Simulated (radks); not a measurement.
Question: Successive ionisation energies (eV) of one element, from differences of total energies of ions in their ground configurations, starting at charge 13: 261.22, 299.70, 322.38, 357.46, 393.86, 431.53. All-electron calculation, Dirac Kohn-Sham, LDA (Slater exchange, Perdew-Wang correlation), spin-unpolarised, spherical densities, point nucleus; open shells fill j = l - 1/2 first. Program: a radial shooting solver on a logarithmic mesh with Libxc functionals. Which element is it?

Answer: Dysprosium (Z = 66). The first species listed is Dy13+ in [Kr] 4d10 4f6 5s1, the last Dy18+ in [Kr] 4d10 4f2.
